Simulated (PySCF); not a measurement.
**How methods differ on the ionisation energy of Ta⁴¹⁺**

Ta⁴¹⁺ [Ar] 3d10 4s2 4p2 (3P) → Ta⁴²⁺ [Ar] 3d10 4s2 4p1 (2P), as a difference of total energies. All numbers are calculated (PySCF 2.14, the spin-free X2C one-electron Hamiltonian (Gaussian nucleus), in an even-tempered Gaussian basis (18 s from 4.3 bohr⁻², ratio 2.5; 14 p from 5.6 bohr⁻², ratio 2.5; 8 d from 10 bohr⁻², ratio 2.5; 4 f from 28 bohr⁻², ratio 2.7; 4 g from 42 bohr⁻², ratio 2.7)). Correlated levels: outer shells: [Ne] frozen; virtual orbitals above 40 to 60 times the deepest correlated orbital energy dropped. The calculations carry no spin-orbit coupling.

| method | ionisation energy (eV) |
| --- | --- |
| UHF | 1995.2 |
| MP2 (outer shells) | 1996.4 |
| SCS-MP2 (outer shells) | 1996.1 |
| CCSD (outer shells) | 1996.3 |
| CCSD(T) (outer shells) | 1996.4 |

Spin-orbit coupling is strong in these open shells (close to jj coupling). The scalar numbers leave it out and a first-order estimate fails, so it can dominate the gap to the real levels.

Breit and QED terms and the two-electron picture change are absent.

For comparison: 2053 ± 4 eV (theoretical estimate listed by NIST; NIST Atomic Spectra Database, ionization energies).
